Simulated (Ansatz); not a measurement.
Cl₂H₂Se₂Zr (`[Cl][Zr]([Cl])([SeH])[SeH]`), one more setting.

```yaml
crystal:
  periodic: [false, false, false]
  atoms:
    - {symbol: Cl, position_ang: [-1.255070, -2.351559, -0.687091]}
    - {symbol: Zr, position_ang: [0.174976, -0.665794, 0.015832]}
    - {symbol: Cl, position_ang: [2.236190, -1.407260, 0.779099]}
    - {symbol: Se, position_ang: [-0.800148, 0.676165, 1.956105]}
    - {symbol: Se, position_ang: [0.398036, 0.889153, -1.996543]}
    - {symbol: H, position_ang: [-1.885140, 1.057051, 1.031384]}
    - {symbol: H, position_ang: [1.131166, 1.802254, -1.098776]}
basis:
  gaussian: {orbitals: STO-3G, final_grid: {core_spheres: 20, valence_spheres: 16, degree: 47}}
hamiltonian: {xc: {name: r2SCAN}}
accuracy: high
output: {forces: true}
```

```sh
$ ansatz run in.yaml --threads 4 --pin off --events-out ev --progress --plain --max-ram 11315MiB
```

Shortened log:

```
Functional definition: r2SCAN
1502 factors; integrals over basis functions are off by at most 5.8e-8 eV
mean field evaluation 1: about -249439.9901 eV, gradient 2.2e1 eV
mean field evaluation 2: about -249420.2614 eV, gradient 8.4e1 eV
mean field evaluation 4: about -249442.0415 eV, gradient 1.7e0 eV
mean field evaluation 8: about -249441.9810 eV, gradient 4.4e-2 eV
mean field evaluation 16: about -249441.9810 eV, gradient 1.9e-6 eV
mean field -249441.98104147 eV, -9166.8237254266 hartree, gradient 3.8e-8 eV, S^2 0.000000; 0 other end points of the search recorded, 0 dependent functions left out
reference -249441.98104194 eV, -9166.8237254439 hartree; 72, 72 occupied and 11, 11 virtual orbitals, 1502 factors
Total energy: -249441.98104194 eV, -9166.8237254439 hartree
Atom 0 at    -1.255070    -2.351559    -0.687091 Å, force     0.083831     0.122774     0.094618 eV/Å
Atom 1 at     0.174976    -0.665794     0.015832 Å, force    -0.263703     1.018176    -0.025874 eV/Å
Atom 2 at     2.236190    -1.407260     0.779099 Å, force    -0.131691     0.061816    -0.099339 eV/Å
Atom 3 at    -0.800148     0.676165     1.956105 Å, force     0.268986    -0.546310    -1.092755 eV/Å
Atom 4 at     0.398036     0.889153    -1.996543 Å, force     0.014075    -0.555917     1.121749 eV/Å
Atom 5 at    -1.885140     1.057051     1.031384 Å, force     0.089011    -0.026114     0.160884 eV/Å
Atom 6 at     1.131166     1.802254    -1.098776 Å, force    -0.060509    -0.074426    -0.159284 eV/Å
Dipole moment:    -0.108841     0.408290    -0.008925 e Å
```

Hardware: 4 threads of an Arm Neoverse V2 on a shared host. Wall time 5.5 s, peak host memory 0.21 GiB.
